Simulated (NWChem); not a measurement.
Molecule: CH₅AlOS; SMILES C[S][AlH][OH]

```xyz
9

Al    -0.5650     1.0063     0.0028
H     -1.9014     1.8500     0.0036
O      0.9911     1.7054     0.0029
H      1.2043     2.6392    -0.0054
S     -0.6084    -1.1632     0.0033
C      1.1785    -1.5705     0.0011
H      1.8003    -0.6656     0.0024
H      1.4009    -2.1656    -0.8947
H      1.4020    -2.1690     0.8944
```
Atoms are numbered in this order, from 1.

All runs: NWChem. Pople sets run with spherical d functions. Geometry: optimised at PBE0/def2-SVP. Core excitations by TDA in a window of 1s orbitals, non-relativistic and unshifted: absolute energies depend strongly on the exact-exchange share.

### Question
Predict the results for O K edge, BHandHLYP/6-311G**. Quantities: first 1s excitation (eV); dipole oscillator strength of the first; first state with f > 0.002 (eV); dipole oscillator strength of that state.

### Answer
```
Quantity                                   Value
----------------------------------------  ------
first 1s excitation (eV)                   531.2
dipole oscillator strength of the first   0.0103
first state with f > 0.002 (eV)            531.2
dipole oscillator strength of that state  0.0103
```
